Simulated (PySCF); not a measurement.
## Yb(NO3)3: from a saddle point downhill

PySCF 2.14.0, RKS PBE, Yb lcecp-1-SVP with ECP59, O def2-SVP, N def2-SVP; non-relativistic Hamiltonian with scalar-relativistic core potentials where named; density fitting; no spin-orbit coupling. Relaxed within the symmetry of its start, the geometry (D3h) is

```xyz
13

Yb    0.0000    0.0000    0.0000
O     2.0055    0.0000    1.0909
O     2.0055    0.0000   -1.0909
N     2.7249    0.0000    0.0000
O     3.9213    0.0000    0.0000
O    -1.0027    1.7368    1.0909
O    -1.0027    1.7368   -1.0909
N    -1.3624    2.3598    0.0000
O    -1.9606    3.3959    0.0000
O    -1.0027   -1.7368    1.0909
O    -1.0027   -1.7368   -1.0909
N    -1.3624   -2.3598    0.0000
O    -1.9607   -3.3959    0.0000
```

and its lowest harmonic modes are -78, -52, -52, 32, 40, 40 cm⁻¹ (negative: unstable). It was moved along the lowest mode and relaxed again, within the group D3 that the move left.

(1) Where does it end, and how much lower?

(2) How do the contacts change?

(3) Is the end a minimum?

An lcecp potential fixes the number of 4f electrons, so in runs with it no electron can move into or out of that shell.

State: singlet in the valence, with the 4f electrons in the core potential.

Answers

(1) In D3, 0.019 eV lower, after 5 steps:
```xyz
13

Yb    0.0000    0.0000    0.0000
O     2.0046    0.2400    1.0641
O     2.0046   -0.2400   -1.0641
N     2.7240    0.0000    0.0000
O     3.9201    0.0000    0.0000
O    -1.2101    1.6160    1.0641
O    -0.7945    1.8560   -1.0641
N    -1.3620    2.3590    0.0000
O    -1.9601    3.3949    0.0000
O    -0.7945   -1.8560    1.0641
O    -1.2101   -1.6160   -1.0641
N    -1.3620   -2.3590    0.0000
O    -1.9601   -3.3949    0.0000
```

(2) 
| contact | saddle (Å) | end (Å) |
| --- | --- | --- |
| Yb1–O2 (NO3) | 2.283 | 2.282 |
| Yb1–O6 (NO3) | 2.283 | 2.282 |
| Yb1–O10 (NO3) | 2.283 | 2.282 |


(3) Yes, as far as the noise of the softest modes lets one tell (those above −25 cm⁻¹ count as noise); lowest modes 38, 38, 40, 73, 75, 75 cm⁻¹.
